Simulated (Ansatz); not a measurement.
Computed with Ansatz on PBE0-D4/def2-TZVP structures; ΔE is electronic, products minus reactants. CCSD(T)/CBS adds triple-zeta CCSD(T) − MP2 to the extrapolated MP2 energy (def2 sets, frozen cores). This one scheme is used for every species. Functionals use def2-TZVPP. B3LYP here is the variant with VWN-RPA as its local correlation; programs differ in this. For Ti outer-core shells are correlated without core-valence functions, which leaves a few kJ/mol of doubt a bond. Scalar relativity is left out up to krypton. Each species was taken in one conformer, which may not be the lowest.

`[NH2][Ti]([NH2])([OH])[Cl]` + NH₃ → `[NH2][Ti]([NH2])([NH2])[Cl]` + H₂O  (ligand exchange at a Ti–O bond)

```csv
level,ΔE (kJ/mol),difference from CCSD(T)/CBS
LDA (SPW92),53.8,7.1
B97M-V,58.8,12.1
B2PLYP,55.4,8.7
PBE,56.1,9.4
revPBE,56.9,10.2
BLYP,59.5,12.8
B3LYP,58.2,11.5
r2SCANh,57.3,10.6
CAM-B3LYP,59.3,12.6
RPA@PBE/def2-TZVPP,50.0,3.3
CCSD/def2-SVP,62.5,15.8
CCSD(T)/def2-SVP,61.4,14.7
HF/def2-TZVPP,61.5,14.8
HF/def2-QZVPP,61.2,14.5
SCS-MP2/def2-QZVPP,49.6,2.9
CCSD/CBS(def2),48.6,1.9
CCSD(T)/CBS,46.7,0
```

Largest T1 diagnostic among the species: 0.025, so the coupled-cluster value is less sure than usual.

Leaving LDA and LC-ωPBE aside and taking each functional with its dispersion term where it has one, the values, not all of them listed here, spread over 6.6 kJ/mol, from revPBE-D4 to B97M-V. In def2-TZVPP, CCSD(T) changes the Hartree–Fock value by −11.0 kJ/mol (the triples alone add −1.9 kJ/mol) and MP2 by −12.1 kJ/mol.

CCSD(T)/CBS has its own doubt, a few kJ/mol and more with outer-core shells, so smaller differences from it don't rank the levels.
